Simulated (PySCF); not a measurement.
Structure problem from calculated spectra and properties.

Formula: C6H10Si2.

- UV, first state: lowest singlet excitation: 5.32 eV (233 nm, f = 0.005) [TDDFT CAM-B3LYP/def2-SVPD]
- Rotational structure: rotational constants A, B, C: 5.159, 0.650, 0.585 GHz [GFN2-xTB]
- Polarisability: 123.7 au [CAM-B3LYP/def2-SVPD]
- 1H NMR: chemical shifts (computed TMS as zero) by class: 7.85 (4 H), 4.55 (6 H) ppm [GIAO PBE0/pcSseg-1]
- NMR, other nuclei: isotropic shieldings of nuclei other than C and H, by class: 418 (2 Si) ppm [GIAO PBE0/pcSseg-1]
- UV, strongest line: among the 8 lowest singlet transitions: S5 at 6.81 eV (182 nm, f = 1.000) [TDDFT CAM-B3LYP/def2-SVPD]
- Dipole: 0.02 D [CAM-B3LYP/def2-SVPD]
- 13C NMR: chemical shifts (computed TMS as zero) by class: 140.6 (4 C), 136.7 (2 C) ppm [GIAO PBE0/pcSseg-1]

The electronic properties come from PySCF, for the isolated species, density fitting. Levels stand in brackets. Isolated species at its GFN2-xTB geometry, gas phase. Each NMR value is the plain mean over a class of atoms that symmetry, rotation or inversion makes alike.

Question: Propose a structure and show how it fits.

Answer: Numbering: `[SiH3:1][c:2]1[cH:3][cH:4][c:5]([SiH3:6])[cH:7][cH:8]1`. Its formula, C6H10Si2, gives 4 degrees of unsaturation: 1 ring and 3 π bonds in the structure found (Kekulé form). 6 carbons fall into 2 classes; from least to most shielded: aromatic CH carbon [C3/C4/C7/C8] (140.6 ppm, 4 C), substituted aromatic carbon [C2/C5] (136.7 ppm, 2 C). Hydrogen classes from least to most shielded: 4 H on 4 aromatic CH carbons, C3/C4/C7/C8 (7.85 ppm), 6 H on 2 SiH3 silicons, Si1/Si6 (4.55 ppm). The other shieldings belong to: 418 ppm, SiH3 silicon [Si1/Si6]. By its constants the optimised geometry is an asymmetric top. Structure: `[SiH3]c1ccc([SiH3])cc1`. Computed isomers that give other values at the same levels: `C#C[Si@H]([SiH2]C)C1C=C1` (13C chemical shifts (computed TMS as zero) by class: 122.4 (1 C), 121.1 (1 C), 105.2 (1 C), 88.3 (1 C), 6.6 (1 C), -10.5 (1 C) ppm). The assignments are read from this structure; whether some other isomer fits the data as well wasn't checked.
